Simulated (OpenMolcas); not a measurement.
Bi2+: CASPT2 settings compared

- Program: OpenMolcas 26.06
- Basis: ANO-R3 [9s8p6d3f2g1h]
- Scalar Hamiltonian: X2C, finite nucleus
- Active space: 3 electrons in 8 orbitals (6s 6p 7s 7p)
- State averaging: 2S+1 = 2 odd, 6 roots; 2S+1 = 4 odd, 3 roots kept (CI in the orbitals of an earlier block, 0 in the spin-orbit step); 2S+1 = 2 even, 7 roots; 2S+1 = 4 even, 3 roots kept (CI in the orbitals of an earlier block)
- Spin-orbit coupling: state interaction with AMFI integrals over the reference wave functions, term energies averaged over their components

Methods on the same reference wave functions:
A. CASSCF
B. SS-CASPT2, IPEA 0.35 Eh, sigma2 regulariser 0.15 Eh (closed shells correlated: 5d)
C. SS-CASPT2, IPEA 0 Eh, real shift 0.1 Eh (closed shells correlated: 5d)
D. MS-CASPT2, IPEA 0 Eh, real shift 0.1 Eh (closed shells correlated: 5d)
E. XMS-CASPT2, IPEA 0.35 Eh, sigma1 regulariser 0.25 Eh (closed shells correlated: 5d)

Energies in cm-1 above 6s2 6p 2P* 1/2, the measured ground level; measured values from Moore, Atomic Energy Levels, vol. III, NSRDS-NBS 35 (1971 reprint of NBS Circular 467, 1958).

```
               Level      A      B      C      D      E  Measured
      6s2 6p 2P* 1/2    0.0    0.0    0.0    0.0    0.0       0.0
      6s2 6p 2P* 3/2  18463  18450  18450  19000  19040     20788
       6s 6p2 4P 1/2  65547  73690  73330  73730  74170          
       6s 6p2 4P 3/2  74959  83330  82910  83330  84020     83038
6s 6p2 4P 5/2 [66 %]  83100  89590  88360  88780  91990     89236
```

Deviations, from unrounded energies. A percentage is the sum of absolute deviations over the sum of measured energies, with the sign that they share, or ± where signs differ.

```csv
Against measurement,Levels,A,B,C,D,E
mean absolute deviation (cm-1),3,5500,990,1100,850,1800
fine structure of the ground term (%),1,-11.2,-11.2,-11.2,-8.6,-8.4
other configurations (%),2,-8.3,+0.4,-0.6,±0.4,+2.2
```

D lies closest to measurement on these levels and A furthest from it. The largest miss of D in the table is 6s2 6p 2P* 3/2, by -1800 cm-1. The ranking rests on the paired levels alone, and a cruder setting can come out closer through cancelling errors.

Among B to E the level of the table that moves most is 6s 6p2 4P 5/2 [66 %], by 3600 cm-1 (lowest in C, highest in E). Moves below CASPT2's spread within the term are not significant.

The lowest spin-free term lies below A's lowest term by 0.474 hartree in B, 0.477 hartree in C, 0.478 hartree in D, 0.477 hartree in E.

CASPT2 does not keep the components of a term degenerate, so their means are used; among the terms shown or strongly mixed into the levels shown the widest spread is 35 cm-1 (6s2 6p 2P*, E). Over all roots computed the reference weight is 0.87 to 0.93 in B, 0.83 to 0.93 in C, 0.83 to 0.93 in D, 0.87 to 0.93 in E; the roots of lowest weight are the least certain, and an intruder state may touch them. Some high roots are left out of the spin-orbit mixing, which shifts the levels that they would mix with. Terms from blocks run as CI alone lack orbitals of their own. The run also gave levels led by 6s2 7p, 6s2 7s, which use shells meant for correlation; these and all levels above them are left out. Terms of s pⁿ other than that of highest spin mix with s² pⁿ⁻² d, which this space lacks; all of them can be thousands of cm-1 off, and some have no real level of that name. Spin-orbit splittings of 6p shells tend to come out small when the coupling is added on scalar orbitals. Computed and measured levels are paired by configuration, term and J; levels that our copy of the source lacks, or whose pairing is in doubt (as where it misses far off the trend of its configuration), stay unpaired and out of the deviations. Only configurations of the active space appear. The table leaves out levels that lie high or whose names do not pair safely across all columns.

A share in square brackets marks a mixed level and gives the weight of the term that names it, the lowest over the columns. * marks odd parity.
